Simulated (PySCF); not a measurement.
PySCF input for p-cresol (C7H8O), SMILES c1c(ccc(c1)C)O, C-PCM-M06-2X/def2-SVP. Geometry: B3LYP-D3(BJ)/def2-SVP. One conformer was computed; it need not be the lowest.

```python
import numpy as np
from pyscf import gto, scf, dft
from pyscf.solvent import pcm

mol = gto.M(
    atom='''
    C    -0.01743651   -2.89134845   -0.00000000
    C    -0.01332513   -1.38304157    0.00000000
    C    -1.20214071   -0.64419467    0.00000000
    C    -1.19386551    0.75398853    0.00000000
    C     0.02065759    1.44837155   -0.00000000
    O     0.09474352    2.80619529    0.00000000
    C     1.22259064    0.72548685   -0.00000000
    C     1.19614291   -0.66618363    0.00000000
    H     0.49947544   -3.29639568    0.88620229
    H    -1.04244124   -3.29058854   -0.00000000
    H     0.49947544   -3.29639568   -0.88620229
    H    -2.16174692   -1.16843871   -0.00000000
    H    -2.13813591    1.30779524   -0.00000000
    H    -0.79846034    3.17383455   -0.00000000
    H     2.16514819    1.27623359    0.00000000
    H     2.14299752   -1.21407869    0.00000001
    ''',
    basis='def2-SVP',
    charge=0,
    spin=0,
    max_memory=1600,
    verbose=3,
)
mf = dft.RKS(mol, xc='m06-2x').density_fit(auxbasis='def2-universal-jkfit')
mf.grids.level = 4
mf.conv_tol = 1e-9
mf.max_cycle = 100
mf.kernel()
res = {}
for name, eps in {'water': 78.355, 'chlorobenzene': 5.6968, 'N,N-dimethylformamide': 37.219}.items():
    s = mf.PCM()
    s.with_solvent.method, s.with_solvent.eps, s.with_solvent.lebedev_order = 'C-PCM', eps, 17
    s.kernel(mf.make_rdm1())
    res[name] = (s.e_tot, eps, s.dip_moment(), s.mo_energy, s.converged)
    print(f'{name}: electrostatic solvation free energy {(s.e_tot - mf.e_tot) * 627.509474:.3f} kcal/mol')
```

Output:

```
converged SCF energy = -346.376258745174

WARN: PCM is an experimental feature. It is still in testing.
Features and APIs may be changed in the future.

converged SCF energy = -346.386344290909
Dipole moment(X, Y, Z, Debye): -1.76432, -0.31797,  0.00000
water: electrostatic solvation free energy -6.329 kcal/mol

WARN: PCM is an experimental feature. It is still in testing.
Features and APIs may be changed in the future.

converged SCF energy = -346.384501524707
Dipole moment(X, Y, Z, Debye): -1.66261, -0.30578,  0.00000
chlorobenzene: electrostatic solvation free energy -5.172 kcal/mol

WARN: PCM is an experimental feature. It is still in testing.
Features and APIs may be changed in the future.

converged SCF energy = -346.38618131533
Dipole moment(X, Y, Z, Debye): -1.75498, -0.31685,  0.00000
N,N-dimethylformamide: electrostatic solvation free energy -6.227 kcal/mol
```

The calculation finished and met its thresholds.

Cost: around 2.7 core-minutes (rough).
